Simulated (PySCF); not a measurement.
# Solvent effects on NMR parameters

Molfile (atoms numbered from 1):
```
C8H7FO
     RDKit          3D

 17 17  0  0  0  0  0  0  0  0999 V2000
    2.6359   -0.6486   -0.1957 C   0  0  0  0  0  0  0  0  0  0  0  0
    1.7495    0.4765    0.2785 C   0  0  0  0  0  0  0  0  0  0  0  0
    2.2196    1.4679    0.7927 O   0  0  0  0  0  0  0  0  0  0  0  0
    0.2706    0.3421    0.1004 C   0  0  0  0  0  0  0  0  0  0  0  0
   -0.5431    1.3950    0.5420 C   0  0  0  0  0  0  0  0  0  0  0  0
   -1.9231    1.3353    0.4088 C   0  0  0  0  0  0  0  0  0  0  0  0
   -2.4891    0.2047   -0.1745 C   0  0  0  0  0  0  0  0  0  0  0  0
   -3.8094    0.1367   -0.3051 F   0  0  0  0  0  0  0  0  0  0  0  0
   -1.7115   -0.8567   -0.6237 C   0  0  0  0  0  0  0  0  0  0  0  0
   -0.3296   -0.7810   -0.4828 C   0  0  0  0  0  0  0  0  0  0  0  0
    2.5060   -0.8243   -1.2747 H   0  0  0  0  0  0  0  0  0  0  0  0
    2.3894   -1.5885    0.3222 H   0  0  0  0  0  0  0  0  0  0  0  0
    3.6798   -0.3832    0.0083 H   0  0  0  0  0  0  0  0  0  0  0  0
   -0.0548    2.2610    0.9937 H   0  0  0  0  0  0  0  0  0  0  0  0
   -2.5722    2.1451    0.7468 H   0  0  0  0  0  0  0  0  0  0  0  0
   -2.1982   -1.7228   -1.0748 H   0  0  0  0  0  0  0  0  0  0  0  0
    0.2812   -1.6143   -0.8352 H   0  0  0  0  0  0  0  0  0  0  0  0
  1  2  1  0
  2  3  2  0
  2  4  1  0
  4  5  1  0
  5  6  2  0
  6  7  1  0
  7  8  1  0
  7  9  2  0
  9 10  1  0
 10  4  2  0
  1 11  1  0
  1 12  1  0
  1 13  1  0
  5 14  1  0
  6 15  1  0
  9 16  1  0
 10 17  1  0
M  END
```

GIAO PBE0/pcSseg-1 in PySCF 2.14.0 with density-fitted response routines on one PBE0-D3(BJ)/def2-SVP conformer, non-relativistic, equivalent nuclei averaged. Solvents enter as an IEF-PCM continuum (chloroform with ε = 4.7, dichloromethane with ε = 8.9, acetonitrile with ε = 35.7) around the gas-phase geometry. Shifts are referred to TMS, CFCl3 computed in the same medium.

Gas phase, δ in ppm: C2 196.2, C7 173.6, C5/C10 137.2, C4 135.4, C6/C9 120.3, C1 27.4, F8 -101.2, H14/H17 8.19, H15/H16 7.20, H11/H12/H13 2.53. Dipole moment 2.47 D.

**Question.** How does each δ change in the continuum?

**Answer.** 
```json
{"atoms": "C2", "environment": "ketone carbonyl carbon", "Δδ, chloroform": "+4.9", "Δδ, dichloromethane": "+5.9", "Δδ, acetonitrile": "+6.9"}
{"atoms": "C7", "environment": "aromatic carbon bearing fluorine", "Δδ, chloroform": "+1.1", "Δδ, dichloromethane": "+1.3", "Δδ, acetonitrile": "+1.5"}
{"atoms": "C5/C10", "environment": "aromatic CH", "Δδ, chloroform": "+1.4", "Δδ, dichloromethane": "+1.7", "Δδ, acetonitrile": "+2.0"}
{"atoms": "C4", "environment": "substituted aromatic carbon", "Δδ, chloroform": "+0.8", "Δδ, dichloromethane": "+1.0", "Δδ, acetonitrile": "+1.1"}
{"atoms": "C6/C9", "environment": "aromatic CH", "Δδ, chloroform": "+1.2", "Δδ, dichloromethane": "+1.5", "Δδ, acetonitrile": "+1.8"}
{"atoms": "C1", "environment": "methyl carbon α to a carbonyl", "Δδ, chloroform": "+1.6", "Δδ, dichloromethane": "+1.9", "Δδ, acetonitrile": "+2.3"}
{"atoms": "F8", "environment": "aryl fluorine", "Δδ, chloroform": "-1.1", "Δδ, dichloromethane": "-1.1", "Δδ, acetonitrile": "-1.1"}
{"atoms": "H14/H17", "environment": "hydrogen on an aromatic CH", "Δδ, chloroform": "+0.14", "Δδ, dichloromethane": "+0.18", "Δδ, acetonitrile": "+0.21"}
{"atoms": "H15/H16", "environment": "hydrogen on an aromatic CH", "Δδ, chloroform": "+0.21", "Δδ, dichloromethane": "+0.25", "Δδ, acetonitrile": "+0.29"}
{"atoms": "H11/H12/H13", "environment": "hydrogen on a methyl carbon α to a carbonyl", "Δδ, chloroform": "+0.15", "Δδ, dichloromethane": "+0.18", "Δδ, acetonitrile": "+0.21"}
```

Changes are relative to the gas phase. The dipole moment becomes 3.17 D in chloroform, 3.33 D in dichloromethane, 3.50 D in acetonitrile.

**Question.** Which nuclei move most (in ppm), and what does the model miss?

**Answer.** C2 (ketone carbonyl carbon, +6.9 ppm) in acetonitrile. A continuum only polarises the solute; specific hydrogen bonds, the anisotropy of aromatic solvents and changes of geometry or conformer are outside it.
